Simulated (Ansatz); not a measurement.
C$_{3}$H$_{11}$AlOSi, SMILES `C[Si](C)(C)[O][AlH2]`, relaxed with RKS PBE-D4/def2-SVP in Ansatz 0.2.0 from a rough embedded geometry. The force threshold is 0.03 eV/Å; the program also tests the step.

Total charge 0; spin multiplicity 1.

Start:

```xyz
17

C     0.352    0.953   -1.475
Si    0.274    0.068    0.208
C     1.546    0.870    1.273
C    -1.315    0.353    1.066
O     0.655   -1.603    0.107
Al   -0.605   -2.463   -0.946
H     0.223    2.000   -1.327
H    -0.487    0.519   -2.071
H     1.302    0.664   -1.997
H     1.591    0.405    2.259
H     1.362    1.952    1.343
H     2.603    0.734    0.798
H    -1.453   -0.232    2.006
H    -1.540    1.406    1.191
H    -2.198   -0.017    0.370
H    -1.916   -3.062   -0.283
H    -0.395   -2.547   -2.521
```

**Question.** By how much does the energy fall, and how many steps does the optimiser take? (An estimate is asked.)

**Answer.** Computed: 19.45 kcal/mol, in 11 steps.

**Question.** Which bonds change most? (Best estimate.)

**Answer.** The calculation gave: O5–Al6 from 1.854 to 1.707 Å; C4–H15 from 1.183 to 1.110 Å; Si2–C4 from 1.829 to 1.887 Å; C3–H12 from 1.166 to 1.109 Å.

**Question.** Give the relaxed structure. (Estimate.)

**Answer.** The calculation gave: 
```xyz
17

C     0.197    1.322   -1.476
Si    0.031    0.281    0.089
C     1.564    0.471    1.173
C    -1.519    0.775    1.044
O    -0.103   -1.335   -0.350
Al   -0.277   -2.958   -0.851
H     0.277    2.402   -1.235
H    -0.682    1.189   -2.140
H     1.101    1.035   -2.052
H     1.485   -0.152    2.087
H     1.699    1.526    1.494
H     2.479    0.165    0.626
H    -1.633    0.164    1.962
H    -1.479    1.843    1.348
H    -2.430    0.633    0.427
H    -1.110   -3.954    0.080
H     0.401   -3.407   -2.227
```
